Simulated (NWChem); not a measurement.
System: BaO; SMILES [O]=[Ba]

Here is an NWChem input.

```
start job
memory heap 200 mb stack 900 mb global 1100 mb
geometry units angstroms noautosym nocenter noautoz
  Ba     0.000000     0.000000    -0.196189
  O      0.000000     0.000000     1.772650
end
basis spherical
  Ba library def2-svp
  O library def2-svp
end
ecp
  Ba library def2-ecp
end
dft
  xc xpbe96 cpbe96
  iterations 150
end
tddft
  cis
  nroots 8
  notriplet
end
task tddft energy
```

Parts of the log:

```
             Northwest Computational Chemistry Package (NWChem) 7.3.0
             --------------------------------------------------------

                             Geometry "geometry" -> ""
                             -------------------------

 Output coordinates in angstroms (scale by  1.889725989 to convert to a.u.)

  No.       Tag          Charge          X              Y              Z
 ---- ---------------- ---------- -------------- -------------- --------------
    1 Ba                  56.0000     0.00000000     0.00000000    -0.19618900
    2 O                    8.0000     0.00000000     0.00000000     1.77265000

 Effective nuclear repulsion energy (a.u.)     120.4117795065

 Summary of "ao basis" -> "ao basis" (spherical)
 ------------------------------------------------------------------------------
       Tag                 Description            Shells   Functions and Types
 ---------------- ------------------------------  ------  ---------------------
 Ba                         def2-svp                 9       23   4s3p2d
 O                          def2-svp                 6       14   3s2p1d

            General Information
            -------------------
          SCF calculation type: DFT
          Wavefunction type:  closed shell.
          No. of atoms     :     2
          No. of electrons :    18
           Alpha electrons :     9
            Beta electrons :     9
          Charge           :     0
          Spin multiplicity:     1
          Use of symmetry is: off; symmetry adaption is: off
          Maximum number of iterations: 150
          AO basis - number of functions:    37
                     number of shells:    15
          Convergence on energy requested:  1.00D-06
          Convergence on density requested:  1.00D-05
          Convergence on gradient requested:  5.00D-04

              XC Information
              --------------
          PerdewBurkeErnzerhof Exchange Functional  1.000
            Perdew 1991 LDA Correlation Functional  1.000 local
           PerdewBurkeErnz. Correlation Functional  1.000 non-local

             Grid Information
             ----------------
          Grid used for XC integration:  medium
          Radial quadrature: Mura-Knowles
          Angular quadrature: Lebedev.
          Tag              B.-S. Rad. Rad. Pts. Rad. Cut. Ang. Pts.
          ---              ---------- --------- --------- ---------
          Ba                  2.15      123          12.0       590
          O                   0.60       49           8.0       434
          Grid pruning is: on
          Number of quadrature shells:   172
          Spatial weights used:  Erf1

      Superposition of Atomic Density Guess
      -------------------------------------

 Sum of atomic energies:        -102.17513363

      Non-variational initial energy
      ------------------------------

 Total energy =     -99.601816
 1-e energy   =    -186.102021
 2-e energy   =      64.998101
 HOMO         =      -0.400377
 LUMO         =      -0.142313

[...]

                                NWChem TDDFT Module
                                -------------------

            General Information
            -------------------
           No. of orbitals :      74
            Alpha orbitals :      37
             Beta orbitals :      37
        Alpha frozen cores :       0
         Beta frozen cores :       0
     Alpha frozen virtuals :       0
      Beta frozen virtuals :       0
         Spin multiplicity :       1
    Number of AO functions :      37
        Use of symmetry is : off
      Symmetry adaption is : off
         Schwarz screening :  0.10D-07

              XC Information
              --------------
   PerdewBurkeErnzerhof Exchange Functional   1.00
     Perdew 1991 LDA Correlation Functional   1.00 local
    PerdewBurkeErnz. Correlation Functional   1.00 non-local

             TDDFT Information
             -----------------
          Calculation type : Tamm-Dancoff TDDFT
         Wavefunction type : Restricted singlets
          No. of electrons :      18
           Alpha electrons :       9
            Beta electrons :       9
              No. of roots :       8
          Max subspacesize :    5600
            Max iterations :     100
               Target root :       1
           Target symmetry : none
      Symmetry restriction : off
                 Algorithm : Optimal
        Davidson threshold :  0.10D-03

    8 smallest eigenvalue differences (eV)
--------------------------------------------------------
  No. Spin  Occ  Vir  Irrep   E(Occ)    E(Vir)   E(Diff)
--------------------------------------------------------
    1    1    9   10 a        -0.134    -0.066     1.860
    2    1    8   10 a        -0.158    -0.066     2.521
    3    1    7   10 a        -0.158    -0.066     2.521
    4    1    9   11 a        -0.134    -0.013     3.304
    5    1    9   12 a        -0.134    -0.013     3.304
    6    1    9   13 a        -0.134    -0.009     3.415
    7    1    9   14 a        -0.134    -0.009     3.415
    8    1    9   15 a        -0.134     0.010     3.915
--------------------------------------------------------

  Entering Davidson iterations
  Restricted singlet excited states

  Iter   NTrls   NConv    DeltaV     DeltaE      Time
  ----  ------  ------  ---------  ---------  ---------
    1      8       0     0.22E+00   0.10+100        0.8
    2     16       0     0.35E-01   0.46E-01        0.8
    3     24       4     0.68E-01   0.49E-02        0.9
    4     28       7     0.66E-01   0.15E-02        0.7
    5     29       7     0.13E-01   0.46E-02        0.5
    6     30       7     0.98E-03   0.19E-03        0.5
    7     31       7     0.35E-03   0.18E-05        0.5
    8     32       7     0.29E-02   0.50E-02        0.5
    9     33       8     0.75E-04   0.95E-05        0.5
  ----  ------  ------  ---------  ---------  ---------
  Convergence criterion met

  Ground state a        -100.556188033928 a.u.

  ----------------------------------------------------------------------------
  Root   1 singlet a              0.068920899 a.u.                1.8754 eV
  ----------------------------------------------------------------------------
     Transition Moments    X  0.00000   Y -0.00000   Z -0.77947
     Dipole Oscillator Strength                    0.0279166804
     Electric Quadrupole                           0.0000000058
     Magnetic Dipole                               0.0000000000
     Total Oscillator Strength                     0.0279166862

     Occ.    9  a   ---  Virt.   10  a        0.99949
  ----------------------------------------------------------------------------
  Root   2 singlet a              0.092106967 a.u.                2.5064 eV
  ----------------------------------------------------------------------------
     Transition Moments    X -0.07022   Y  0.07112   Z -0.00000
     Dipole Oscillator Strength                    0.0006133997
     Electric Quadrupole                           0.0000000181
     Magnetic Dipole                               0.0000002062
     Total Oscillator Strength                     0.0006136240

     Occ.    8  a   ---  Virt.   10  a        0.99938
  ----------------------------------------------------------------------------
  Root   3 singlet a              0.092106968 a.u.                2.5064 eV
  ----------------------------------------------------------------------------
     Transition Moments    X  0.07112   Y  0.07022   Z  0.00000
     Dipole Oscillator Strength                    0.0006134008
     Electric Quadrupole                           0.0000000181
     Magnetic Dipole                               0.0000002062
     Total Oscillator Strength                     0.0006136251

     Occ.    7  a   ---  Virt.   10  a       -0.99938
  ----------------------------------------------------------------------------
  Root   4 singlet a              0.121163919 a.u.                3.2970 eV
  ----------------------------------------------------------------------------
     Transition Moments    X  0.00000   Y -0.00000   Z -0.00000
     Dipole Oscillator Strength                    0.0000000000
     Electric Quadrupole                           0.0000000080
     Magnetic Dipole                               0.0000000000
     Total Oscillator Strength                     0.0000000080

     Occ.    9  a   ---  Virt.   11  a       -0.99790
  ----------------------------------------------------------------------------
  Root   5 singlet a              0.121167509 a.u.                3.2971 eV
  ----------------------------------------------------------------------------
     Transition Moments    X -0.00000   Y -0.00000   Z  0.00000
     Dipole Oscillator Strength                    0.0000000000
     Electric Quadrupole                           0.0000000080
     Magnetic Dipole                               0.0000000000
     Total Oscillator Strength                     0.0000000080

     Occ.    9  a   ---  Virt.   12  a       -0.99792
  ----------------------------------------------------------------------------
  Root   6 singlet a              0.123162414 a.u.                3.3514 eV
  ----------------------------------------------------------------------------
     Transition Moments    X -0.05541   Y -0.10852   Z -0.00000
     Dipole Oscillator Strength                    0.0012190992
     Electric Quadrupole                           0.0000000490
     Magnetic Dipole                               0.0000005329
     Total Oscillator Strength                     0.0012196811

     Occ.    9  a   ---  Virt.   13  a       -0.97875
     Occ.    9  a   ---  Virt.   14  a        0.19880
  ----------------------------------------------------------------------------
  Root   7 singlet a              0.123162414 a.u.                3.3514 eV
  ----------------------------------------------------------------------------
     Transition Moments    X  0.10852   Y -0.05540   Z  0.00000
     Dipole Oscillator Strength                    0.0012189487
     Electric Quadrupole                           0.0000000490
     Magnetic Dipole                               0.0000005329
     Total Oscillator Strength                     0.0012195306

     Occ.    9  a   ---  Virt.   13  a        0.19880
     Occ.    9  a   ---  Virt.   14  a        0.97875
  ----------------------------------------------------------------------------
  Root   8 singlet a              0.143026742 a.u.                3.8920 eV
  ----------------------------------------------------------------------------
     Transition Moments    X  0.00016   Y -0.00014   Z -0.00000
     Dipole Oscillator Strength                    0.0000000044
     Electric Quadrupole                           0.0000000000
     Magnetic Dipole                               0.0000000000
     Total Oscillator Strength                     0.0000000044

     Occ.    7  a   ---  Virt.   11  a       -0.05074
     Occ.    7  a   ---  Virt.   12  a        0.70447
     Occ.    8  a   ---  Virt.   11  a        0.70610
     Occ.    8  a   ---  Virt.   12  a        0.05062

              Target root =      1
          Target symmetry = none
      Ground state energy =   -100.556188033928
        Excitation energy =      0.068920899342
     Excited state energy =   -100.487267134586

  stored tddft:energy   -100.48726713458581
```

Level: PBE/def2-SVP with def2 effective core potentials on Ba, TDA. Structure relaxed at the PBE0-D3(BJ)/def2-TZVP level. def2 effective core potentials on Ba; no spin-orbit coupling.
